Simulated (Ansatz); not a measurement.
Job for Ansatz (an electronic-structure program): R-B3LYP-D3(BJ)/def2-TZVP on H2 (SMILES [H][H]).

Ansatz 0.2 input:
```yaml
crystal:
  periodic: [false, false, false]
  atoms:
    - {symbol: H, position_ang: [0.00000000, 0.00000000, 0.36860000]}
    - {symbol: H, position_ang: [0.00000000, 0.00000000, -0.36860000]}
basis:
  gaussian:
    orbitals: def2-TZVP
hamiltonian:
  xc: b3lyp
  dispersion: d3bj
relax: {f_tol: 0.004, max_steps: 120}
scf: {lower_state_search: off}
```

Program output:

```
WARN ansatz: RAYON_NUM_THREADS=1 ignored (pool sized by the plan → 1); use --threads N
Functional definition: B3LYP
these checks for a lower state are left out or cut short: stability, starts, cluster_reference, orbital_swaps, neighbouring_geometries, increment
integrals: 0.00 GiB planned
88 factors; their error is unknown
mean field: 0.04 GiB planned
mean field evaluation 1: about -31.9381 eV, gradient 6.9e0 eV
mean field evaluation 2: about -32.0939 eV, gradient 1.5e0 eV
mean field evaluation 4: about -32.0989 eV, gradient 6.4e-2 eV
mean field evaluation 8: about -32.0989 eV, gradient 8.5e-8 eV
mean field -32.09894092 eV, -1.1796143214 hartree, gradient 9.5e-8 eV, S^2 0.000000; 0 other end points of the search recorded, 0 dependent functions left out
the calculation of the forces begins
reference -32.09908208 eV, -1.1796195088 hartree; 1, 1 occupied and 11, 11 virtual orbitals, 88 factors
relax step   1: F+E_penalty+E_count = -32.10276011 eV  Δ(F+E_penalty+E_count) = +0.000e0 eV  max|allowed force component| = 2.504e-1 eV/Å  Δτ_max = 0.0000 Å  (9 SCF iters, accepted)
these checks for a lower state are left out or cut short: stability, starts, cluster_reference, orbital_swaps, neighbouring_geometries, increment
integrals: 0.00 GiB planned
88 factors; their error is unknown
mean field: 0.04 GiB planned
mean field evaluation 16: about -32.0998 eV, gradient 1.4e-4 eV
mean field -32.09976895 eV, -1.1796447509 hartree, gradient 9.8e-9 eV, S^2 0.000000; 0 other end points of the search recorded, 0 dependent functions left out
the calculation of the forces begins
reference -32.09991042 eV, -1.1796499498 hartree; 1, 1 occupied and 11, 11 virtual orbitals, 88 factors
relax step   2: F+E_penalty+E_count = -32.10359979 eV  Δ(F+E_penalty+E_count) = -8.397e-4 eV  max|allowed force component| = 1.216e-2 eV/Å  Δτ_max = 0.0032 Å  (11 SCF iters, accepted)
these checks for a lower state are left out or cut short: stability, starts, cluster_reference, orbital_swaps, neighbouring_geometries, increment
integrals: 0.00 GiB planned
88 factors; their error is unknown
mean field: 0.04 GiB planned
mean field -32.09977032 eV, -1.1796448013 hartree, gradient 7.5e-7 eV, S^2 0.000000; 0 other end points of the search recorded, 0 dependent functions left out
the calculation of the forces begins
reference -32.09991181 eV, -1.1796500007 hartree; 1, 1 occupied and 11, 11 virtual orbitals, 88 factors
relax step   3: F+E_penalty+E_count = -32.10360183 eV  Δ(F+E_penalty+E_count) = -2.042e-6 eV  max|allowed force component| = 5.920e-5 eV/Å  Δτ_max = 0.0002 Å  (5 SCF iters, accepted)
Total energy: -32.10374331 eV, -1.1797908061 hartree
Atom 0 at     0.000000     0.000000     0.371986 Å, force     0.000000    -0.000000     0.000059 eV/Å
Atom 1 at    -0.000000    -0.000000    -0.371986 Å, force     0.000000    -0.000000    -0.000059 eV/Å
Dipole moment:     0.000000     0.000000     0.000000 e Å
Checks for a lower state left out: stability, starts, cluster_reference, orbital_swaps, neighbouring_geometries, increment
```

The run converged.

Cost: about 0.3 core-seconds (a rough figure).
